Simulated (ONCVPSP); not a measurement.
# What the settings do to the ONCV potential of lead (Pb)

Base potential:

| Item | Value |
| --- | --- |
| Element | Pb |
| Generator | ONCVPSP 4.0.1 |
| Type | optimised norm-conserving Vanderbilt (ONCV) |
| Functional | Wu-Cohen |
| Relativity | scalar-relativistic |
| Frozen core | [Kr] 4d10 4f14 |
| Valence charge | 22 |
| Reference configuration | 5s2 5p6 5d10 6s2 6p0.5 (charge +1.5) |
| Partial waves | 5s+6s: rc 1.55 bohr, ncon 5, nbas 10, qcut 8 1/bohr, 2 projectors; 5p+6p: rc 1.85 bohr, ncon 3, nbas 6, qcut 8.7 1/bohr, 2 projectors; 5d: rc 1.75 bohr, ncon 4, nbas 9, qcut 8.1 1/bohr, 1 projector |
| Local potential | polynomial inside 1.30 bohr (lpopt 5, dvloc0 4 Ha) |
| Core correction | none |

All-electron outer shells of the reference configuration (Wu-Cohen, scalar-relativistic, ld1.x):

| shell | level (eV) | outermost node (bohr) | outermost maximum (bohr) |
| --- | --- | --- | --- |
| 4d | -414.20 | 0.19 | 0.39 |
| 5s | -156.34 | 0.45 | 0.79 |
| 4f | -145.09 | – | 0.35 |
| 5p | -97.96 | 0.49 | 0.88 |
| 5d | -33.23 | 0.52 | 1.07 |
| 6s | -23.34 | 1.01 | 1.93 |
| 6p | -13.42 | 1.18 | 2.44 |

Cutoffs, loose and tight: the cutoffs (Ha) at which the residual kinetic energy of the hardest occupied pseudo-wave falls to 1 and 0.1 mHa per electron. They do not see the model core or the augmentation charge, which bear on the density cutoff. Test errors are all-electron minus pseudo excitation energies from the reference, over the configurations 5s2 5p6 5d10 6s2 6p2; 5s2 5p6 5d10 6s2 6p1; 5s2 5p6 5d10 6s2 6p0; 5s2 5p6 5d9 6s2 6p3. A dash means not determined; rows that change the core or the reference have their own tests.

```tsv
change	outcome	cutoff, loose	cutoff, tight	bound ghosts	GHOST(+) flags above zero	largest test error (meV)
base	generated	26 Ha	31 Ha	none	none	+5.6
s: qcut 5	generated	48 Ha	140 Ha	none	none	+5.7
s: qcut 7	generated	24 Ha	66 Ha	none	none	+5.6
s: qcut 8.7	generated	29 Ha	34 Ha	none	none	+5.5
s: qcut 10.1	generated	35 Ha	41 Ha	none	none	+5.4
s: qcut 11.1	generated	40 Ha	46 Ha	none	s	+5.4
s: qcut 11.7	failed: ERROR pspot: first pseudo wave function has node, program will stop	–	–	–	–	–
```

What comes out with this change to the base: s: qcut 6?

outcome: generated; cutoff, loose: 25 Ha; cutoff, tight: 128 Ha; bound ghosts: none; GHOST(+) flags above zero: none; largest test error (meV): +5.7.

Reading the sweep of the qcut of the s channel (base included, trends over the rows without a ghost): The loose cutoff is not monotonic: lowest 24 Ha at 7 1/bohr, highest 48 Ha at 5 1/bohr. The median size of the test errors (rows with all tests solved) stays near 3.4 meV. The generation fails at 11.7 1/bohr.
